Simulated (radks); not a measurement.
All-electron atom: Ag39+ in [He] 2s2 2p4. All-electron calculation, scalar-relativistic Kohn-Sham, PBE, spin-unpolarised, spherical densities, point nucleus. Program: a radial shooting solver on a logarithmic mesh with Libxc functionals.

Normalised radial functions P(r) = r R(r), r in bohr:

r	1s	3p
0.002048	1.3842	0.0087
0.002541	1.6566	0.0128
0.003154	1.9717	0.0188
0.003914	2.3304	0.0276
0.004897	2.7465	0.0410
0.006078	3.1830	0.0599
0.007543	3.6400	0.0871
0.009362	4.0946	0.1259
0.01162	4.5127	0.1803
0.01442	4.8490	0.2553
0.0179	5.0495	0.3559
0.02221	5.0578	0.4863
0.02757	4.8282	0.6477
0.03421	4.3427	0.8342
0.04246	3.6286	1.0278
0.0527	2.7679	1.1929
0.06593	1.8554	1.2730
0.08183	1.0939	1.1853
0.1016	0.5421	0.8616
0.126	0.2167	0.2697
0.1564	0.0664	-0.5307
0.1942	0.0146	-1.3567
0.241	0.0021	-1.9373
0.2991	0.0002	-2.0413
0.3712	0.0000	-1.6491
0.4606	0.0000	-1.0068
0.5717	0.0000	-0.4461
0.7096	0.0000	-0.1350
0.8806	0.0000	-0.0257

1s: eigenvalue -28172 eV, 0 radial nodes, <r> = 0.0310 bohr, 90 % of the charge inside 0.0557 bohr. 3p (empty): eigenvalue -2506.4 eV, 1 radial node at r = 0.136 bohr, <r> = 0.295 bohr, 90 % of the charge inside 0.435 bohr.
